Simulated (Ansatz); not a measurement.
SiB3⁻. Charge -1, multiplicity 3. Geometry r2SCAN-D4/def2-TZVP, that of the neutral doublet; atoms count from 1.

```tsv
atom	x (Å)	y (Å)	z (Å)
B1	-0.289	0.377	-0.851
B2	0.524	-0.925	-0.768
B3	0.382	-0.542	0.714
Si4	-0.617	1.090	0.904
```

The highest occupied level of the charge -1 triplet lies above zero (up to 0.08 eV). By energy differences its removal costs 1.63 eV (vertical, to the charge 0 doublet, at PBE0-D4/def2-TZVPD); a positive level beside a positive removal energy at the same level points to self-interaction error. At PBE0-D4/def2-TZVPD a singlet of charge -1 lies 0.59 eV below the triplet at the same geometry. The structure comes from a short search, and lower isomers may exist.

Problem. Estimate the Mulliken populations from the PBE0/def2-TZVPD orbitals of Ansatz.

Solution. 
```json
{"atom": "B1", "charge (e)": "0.10", "spin (α − β)": "0.70"}
{"atom": "B2", "charge (e)": "-0.53", "spin (α − β)": "0.67"}
{"atom": "B3", "charge (e)": "0.10", "spin (α − β)": "0.70"}
{"atom": "Si4", "charge (e)": "-0.67", "spin (α − β)": "-0.06"}
```
Mulliken values and Mayer orders depend strongly on the basis. With diffuse functions, as here, like atoms can get unlike values, and bond orders can come out too low or too high.

Problem. Where does the spin sit?

Solution. Summed by element: B 2.06, Si -0.06, of 2 unpaired in all. Largest on single atoms: B1 0.70, B3 0.70, B2 0.67.

Problem. And the Mayer bond orders between bonded heavy atoms (over 0.3)?

Solution. B1–B2 1.25 (1.54 Å); B1–B3 0.84 (1.94 Å); B1–Si4 0.67 (1.92 Å); B2–B3 1.25 (1.54 Å); B3–Si4 0.67 (1.92 Å). Values over 0.3 also appear between atoms too far apart for a bond (B2–Si4 0.73 at 2.86 Å); they arise where an orbital or an unpaired electron spreads over both atoms.
